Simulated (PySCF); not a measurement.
A structure optimised at PBE0-D3(BJ)/def2-SVP, used in a PySCF frequency run:

```xyz
11

Te     0.0000     0.0000     0.6788
O     -1.3389     0.6600    -0.6321
C     -2.0908    -0.3041    -1.3308
H     -2.6887    -0.9461    -0.6586
H     -2.7802     0.2436    -1.9934
H     -1.4537    -0.9551    -1.9546
O      1.3389    -0.6600    -0.6321
C      2.0908     0.3041    -1.3308
H      2.6887     0.9461    -0.6586
H      2.7802    -0.2436    -1.9934
H      1.4537     0.9551    -1.9546
```

Question: Write its SMILES, formula and point group.

Answer: CO[Te]OC, C2H6O2Te, C2

Question: What are its rotational constants (standard atomic weights)?

Answer: 3.4364, 2.3320, 1.5579 GHz
